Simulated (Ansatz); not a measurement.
Input for Ansatz (a quantum-chemistry and plane-wave program): R-B3LYP/def2-TZVPP on H6S (SMILES [H][S]([H])([H])([H])([H])[H]).

Ansatz 0.2 input:
```yaml
crystal:
  periodic: [false, false, false]
  atoms:
    - {symbol: S, position_ang: [-0.00000000, 0.00000000, -0.00000000]}
    - {symbol: H, position_ang: [1.41401978, 0.00000000, 0.00000000]}
    - {symbol: H, position_ang: [-1.41401978, 0.00000000, 0.00000000]}
    - {symbol: H, position_ang: [-0.00000000, 1.41401978, 0.00000000]}
    - {symbol: H, position_ang: [0.00000000, -1.41401978, 0.00000000]}
    - {symbol: H, position_ang: [0.00000000, -0.00000000, 1.41401978]}
    - {symbol: H, position_ang: [0.00000000, -0.00000000, -1.41401978]}
basis:
  gaussian:
    orbitals: def2-TZVPP
hamiltonian:
  xc: {name: B3LYP}
scf: {lower_state_search: off}
```

### Question
Give the final energy of this run.

### Answer
-401.6151 hartree.
